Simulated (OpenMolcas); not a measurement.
## Ru3+: effect of the IPEA shift

```yaml
Program: OpenMolcas 26.06
Basis: ANO-RCC-VTZP [7s6p4d2f1g]
Scalar_Hamiltonian: DKH2, point nucleus
Active_space: 5 electrons in 5 orbitals (4d)
State_averaging: 2S+1 = 6 even, 1 root; 2S+1 = 4 even, 24 roots; 2S+1 = 2 even, 75 roots
Spin-orbit_coupling: state interaction with AMFI integrals over the reference wave functions, term energies averaged over their components
```

Methods on the same reference wave functions:
A. CASSCF
B. MS-CASPT2, IPEA 0 Eh, imaginary shift 0.1 Eh (closed shells correlated: 4s 4p)
C. MS-CASPT2, IPEA 0.25 Eh, imaginary shift 0.1 Eh (closed shells correlated: 4s 4p)

Energies in cm-1 above 4d5 6S 5/2.

```tsv
Level	A	B	C
4d5 6S 5/2	0.0	0.0	0.0
4d5 4G 5/2	27480	23710	23850
4d5 4G 7/2	27677	23950	24070
4d5 4G 11/2	27731	24030	24150
4d5 4G 9/2	27793	24090	24210
4d5 4P 5/2 [56 %]	31064	25930	26200
4d5 4P 3/2 [59 %]	31497	26390	26650
4d5 4P 1/2 [71 %]	32076	27090	27360
4d5 4D 7/2	34016	28270	28480
4d5 4D 1/2 [71 %]	34657	29110	29330
4d5 4D 3/2 [59 %]	35091	29650	29890
4d5 4D 5/2 [59 %]	35100	29620	29870
4d5 2I 11/2	39475	35030	35410
4d5 2I 13/2	39916	35550	35910
4d5 2D 5/2(1) [52 %]	43344	36690	37390
4d5 2D 3/2(1) [57 %]	44463	37580	38170
4d5 4F 7/2 [55 %]	45597	38740	39150
4d5 4F 9/2	45656	38780	39120
4d5 4F 5/2	46232	39440	39760
4d5 2F 7/2(1) [59 %]	46767	40220	40800
4d5 4F 3/2 [57 %]	47327	40490	40950
4d5 2H 11/2	49690	43870	44480
4d5 2G 7/2(1)	50200	42740	43440
4d5 2F 5/2(2)	53696	45180	45900
```

Between B and C the level of the table that moves most is 4d5 2F 5/2(2), by 720 cm-1 (lowest in B, highest in C). Moves below CASPT2's spread within the term are not significant.

From A to B the spin-free energies of the other terms of 4d5 shown, above 6S, scale by factors of 0.83 to 0.89, as is usual when dynamic correlation screens the repulsion within a d or f shell.

The lowest spin-free term lies below A's lowest term by 0.376 hartree in B, 0.363 hartree in C.

Term energies are means over components that CASPT2 splits; among the terms shown or strongly mixed into the levels shown the widest spread is 550 cm-1 (4d5 4F, C). Without dynamic correlation excited terms often stand tens of per cent too high (terms of higher spin than the ground term too low), and those without a measured partner can miss by more than the paired ones (holds for A). Blocks of more than 70 roots (2S+1 = 2 even) ran without multistate coupling (holds for B; C). The CASPT2 spread within a term exceeds the gap to the next term for 4d5 2D(1) and 4d5 4F, so the order of their levels is uncertain, and so are names and mixing where such terms share a J (holds for C). Only configurations of the active space appear. Levels that lie high or do not pair safely by name in every column are left out.

A share in square brackets marks a mixed level and gives the weight of the term that names it, the lowest over the columns. A number in round brackets counts repeated terms of one configuration in the order of the reference energies.
